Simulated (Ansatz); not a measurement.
Ansatz (an electronic-structure program) input:

Ansatz 0.2 input:
```yaml
crystal:
  periodic: [false, false, false]
  atoms:
    - {symbol: Se, position_ang: [0.03251397, -0.01627169, 0.34068713]}
    - {symbol: Br, position_ang: [1.12402019, -2.26001461, -0.38257515]}
    - {symbol: Br, position_ang: [-1.15560518, 2.27582139, 0.05162194]}
basis:
  gaussian:
    orbitals: aug-cc-pVDZ
total_charge: -1
magnetization: {spin_polarized: true, initial_magnetization: 1}
correlation: {method: ccsd_t, electrons: outside_noble_gas}
output: {forces: true}
```

Task: What final total energy does it print?

Result: -7545.10078 Eh (CCSD(T)/aug-cc-pVDZ). The basis has 108 functions.
